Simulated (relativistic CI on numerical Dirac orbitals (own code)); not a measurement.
Ga¹⁵⁺: q coefficients and field-shift factors

These numbers are calculated, not measured: Dirac-Coulomb-Breit CI, KLI orbitals optimised for each configuration, derivatives by finite differences, unscaled Slater integrals, QED left out (own radial code, finite nucleus).

Configurations in the expansion (outside the closed core [Ne]): 3s²3p⁴, 3s3p⁵, 3s²3p³3d, 3p⁶, 3s3p⁴3d, 3p⁵3d, 3p⁴3d², 3p³3d³. Double excitations out of closed p, d and f shells are left out; levels of such configurations are missing from the list, as are those of other unlisted configurations, and high levels can miss mixing partners.

With x = (α/α₀)² − 1 an excitation energy changes as ω = ω₀ + qx; K = 2q/ω₀ is the relative enhancement. Terms are leading LS components, so labels can repeat. The field-shift factor is F = δν/δ⟨r²⟩ for the transition from the lowest level.

Lowest level 3s²3p⁴ ³P2.

```csv
Level,ω₀ (cm⁻¹),q (cm⁻¹),F (GHz/fm²)
3s²3p⁴ ³P0,32379,21470,-0.183
3s²3p⁴ ³P1,34429,39380,-0.204
3s²3p⁴ ¹D2,68849,35360,-0.155
3s²3p⁴ ¹S0,145432,58320,-1.03
3s3p⁵ ³P°2,412741,46780,-30.6
3s3p⁵ ³P°1,435077,64860,-30.1
3s3p⁵ ³P°0,452340,86750,-30.3
3s3p⁵ ¹P°1,524964,64070,-22.7
3s²3p³3d ⁵D°0,548349,31110,0.581
3s²3p³3d ⁵D°2,548746,28890,0.847
3s²3p³3d ⁵D°3,549032,27630,0.952
3s²3p³3d ⁵D°1,549080,32440,0.663
3s²3p³3d ⁵D°4,552768,33330,0.959
```

At this charge energies of transitions that change n are usually good to better than 1 %, and those within a shell (Δn = 0) to a few per cent.

Problem. Which transition from the lowest level has the largest |K|?

Solution. 3s²3p⁴ ³P1 at 34429 cm⁻¹, K = 2.29.
